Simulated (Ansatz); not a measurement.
Cost and result for the atomization energy of FH3SSiSn (`F[SiH]1[S][SnH2]1`) (7 atoms, 7 bonds).

```xyz
7

F    -0.1566   -2.4554    0.1419
Si    0.6204   -1.0640    0.1012
S     0.6009    0.0114   -1.6755
Sn   -0.6680    1.0432    0.2623
H     1.9008   -1.2880    0.8034
H    -2.2979    1.1750   -0.2074
H     0.0003    2.5776    0.5740
```

Total charge 0; spin multiplicity 1. Correlated methods include outer-core shells of Sn, which these sets cover unevenly. Sn: def2 effective core potential. Geometry: relaxed with PBE0-D4/def2-TZVP. Program: Ansatz. All runs use 2 threads of an Intel Xeon 6975P-C on a shared host. Times are those of one run each, without the atoms' runs, and a repeat can differ threefold. Electronic energies, without spin–orbit coupling; frozen cores. CCSD(T)/CBS adds CCSD(T) − MP2 in def2-TZVPP to the MP2 limit, and its time is that of the two runs behind it. T1 = 0.015. With those shells the extrapolation isn't a true limit.

CCSD(T)/CBS is a level of theory with its own doubt, some kJ/mol a heavy atom from the limit and from the frozen cores, so smaller differences don't rank the functionals.

```tsv
level	functions	wall time	atomization (kcal/mol)	difference from CCSD(T)/CBS	per bond
revPBE-D4/def2-TZVPP	207	2.6 s	484.5	-15.8	-2.3
BLYP-D4/def2-TZVPP	207	2.8 s	486.8	-13.5	-1.9
PBE-D4/def2-TZVPP (with forces)	207	3.1 s	498.7	-1.6	-0.2
BHLYP-D4/def2-TZVPP	207	4.6 s	475.1	-25.2	-3.6
CCSD(T)/def2-SVP	91	5.5 s	442.1	-58.2	-8.3
r2SCAN-D4/def2-TZVPP (with forces)	207	5.5 s	498.1	-2.2	-0.3
r2SCANh-D4/def2-TZVPP	207	7 s	493.6	-6.7	-0.9
B97M-V/def2-TZVPP	207	9.5 s	507.7	7.4	1.1
ωB97X-V/def2-TZVPP	207	10 s	500.2	-0.1	0.0
ωB97M-V/def2-TZVPP (with forces)	207	15 s	495.2	-5.1	-0.7
MP2/def2-QZVPP	369	22 s	498.7	-1.6	-0.2
CCSD(T)/def2-TZVPP	207	68 s	480.2	-20.1	-2.9
CCSD(T)/CBS(def2)	–	90 s	500.3	0.0	0.0
```

From BLYP to BHLYP (50 % exact exchange), in def2-TZVPP and without D4, the atomization energy moves by −9.1 kcal/mol: exact exchange takes away binding that semilocal exchange gives to molecules. Leaving LDA and LC-ωPBE aside and taking each functional with its dispersion term where it has one, the values spread over 32.6 kcal/mol, from BHLYP-D4 to B97M-V. LDA lies +77.8 kcal/mol from PBE without D4, its usual overbinding. The D4 term adds +7.8 kcal/mol with B3LYP and +4.0 kcal/mol with PBE0; it sums over pairs of atoms, weighted by their polarisabilities, and B3LYP, whose exchange is more repulsive, gets the larger term.

B3LYP here is the variant with VWN-RPA as its local correlation; programs differ in this.

Spin–orbit coupling would lower the free Sn atoms strongly, and the atomization energy with them, by more than many differences here. For some Ge, Se and Sn compounds the MP2-based and the directly extrapolated limit differ by 10 to 25 kJ/mol.
